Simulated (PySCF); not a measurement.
A structure optimised at PBE-D3(BJ)/def2-SVP, used in a PySCF frequency run:

```xyz
11

C     -0.9163     3.1152     0.0000
C      0.0666     2.2424     0.0000
C      1.0573     1.3571     0.0000
C      0.9338    -0.1051     0.0000
C     -0.2350    -0.7850     0.0000
Cl    -0.3229    -2.5139     0.0000
H     -1.3481     3.5011     0.9414
H     -1.3481     3.5011    -0.9414
H      2.0897     1.7522     0.0000
H      1.8750    -0.6771     0.0000
H     -1.2182    -0.2886     0.0000
```

Task: Write its SMILES, formula and point group.

Result: C=C=C/C=C/Cl, C5H5Cl, Cs

Task: What are its rotational constants (standard atomic weights)?

Result: 9.5106, 1.0995, 0.99244 GHz
